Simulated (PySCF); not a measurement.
B(Me)2(SH) (C2H7BS), SMILES CB(S)C.

Geometry optimised at PBE-D3(BJ)/def2-SVP. The values are those of a single conformer.

Method: PBE-D3(BJ)/def2-SVP in PySCF.

Frequencies are harmonic and unscaled.

Computed vibrational spectrum:
| mode | ν (cm⁻¹) | IR (km/mol) | moving atoms (share of kinetic energy) |
|---|---|---|---|
| 1 | 39 | 0.1 | H 99 % |
| 2 | 103 | 2.7 | H 94 % |
| 3 | 268 | 1.0 | C 40 %, H 29 %, S 21 %, B 10 % |
| 4 | 291 | 0.7 | C 40 %, H 36 %, S 17 % |
| 5 | 363 | 0.4 | H 48 %, B 48 % |
| 6 | 440 | 13.8 | H 96 % |
| 7 | 575 | 4.1 | C 43 %, S 30 %, H 19 % |
| 8 | 726 | 1.4 | H 79 %, C 20 % |
| 9 | 766 | 0.8 | H 82 %, C 17 % |
| 10 | 798 | 9.0 | H 81 %, C 12 % |
| 11 | 840 | 4.0 | H 56 %, C 33 %, B 10 % |
| 12 | 867 | 14.4 | H 48 %, B 31 %, C 21 % |
| 13 | 1083 | 153.7 | B 60 %, H 26 %, C 12 % |
| 14 | 1139 | 22.9 | B 49 %, H 46 % |
| 15 | 1262 | 35.3 | H 76 %, C 23 % |
| 16 | 1285 | 83.1 | H 51 %, C 31 %, B 18 % |
| 17 | 1372 | 3.3 | H 95 % |
| 18 | 1375 | 2.8 | H 95 % |
| 19 | 1395 | 8.5 | H 95 % |
| 20 | 1398 | 1.5 | H 93 % |
| 21 | 2598 | 8.1 | H 97 % |
| 22 | 2957 | 2.1 | H 97 % |
| 23 | 2961 | 3.3 | H 97 % |
| 24 | 3029 | 0.9 | H 91 %, C 9 % |
| 25 | 3034 | 9.7 | H 91 %, C 9 % |
| 26 | 3069 | 17.4 | H 91 %, C 9 % |
| 27 | 3071 | 10.7 | H 91 %, C 9 % |
